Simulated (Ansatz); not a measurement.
A trace of molecular dynamics of H$_{2}$INOSi (6 atoms, charge 0, multiplicity 1).

These are results of RKS PBE/def2-SVP (Ansatz), not measurements.

- ensemble: NVT, Nosé–Hoover chain
- set temperature: 700 K
- thermostat: time constant 20 fs, chain length 3
- seed: 955448

```csv
time (fs),T (K),potential energy less start (eV),conserved less start (meV/atom)
0.0,700,0.000,0.00
6.0,285,0.230,1.87
12.0,359,0.213,2.13
18.0,351,0.254,1.16
24.0,377,0.286,1.20
30.0,466,0.339,2.71
36.0,246,0.522,3.82
42.0,1185,0.070,-0.03
48.0,896,0.249,0.33
54.0,788,0.333,3.66
60.0,402,0.527,4.00
66.0,527,0.452,2.22
72.0,826,0.322,1.80
78.0,404,0.579,3.88
84.0,818,0.428,4.55
90.0,1078,0.326,0.62
96.0,1377,0.204,0.37
102.0,788,0.520,4.68
108.0,451,0.664,5.09
114.0,835,0.387,2.55
120.0,503,0.490,1.55
126.0,752,0.302,2.26
132.0,316,0.449,3.41
138.0,875,0.066,0.11
144.0,599,0.132,0.22
150.0,227,0.305,2.38
```

Question: Can this run be trusted? Judge the integration.

Answer: The conserved energy wandered by up to 6.2 meV per atom (net 2.4 meV per atom), which is poor conservation. A run of 0.15 ps of so small a system gives no equilibrium averages. The time step was 1 fs.

The run took 3.2 min on 1 thread of Intel(R) Xeon(R) 6975P-C (Granite Rapids), with other jobs on the host, peak memory 0.13 GiB.
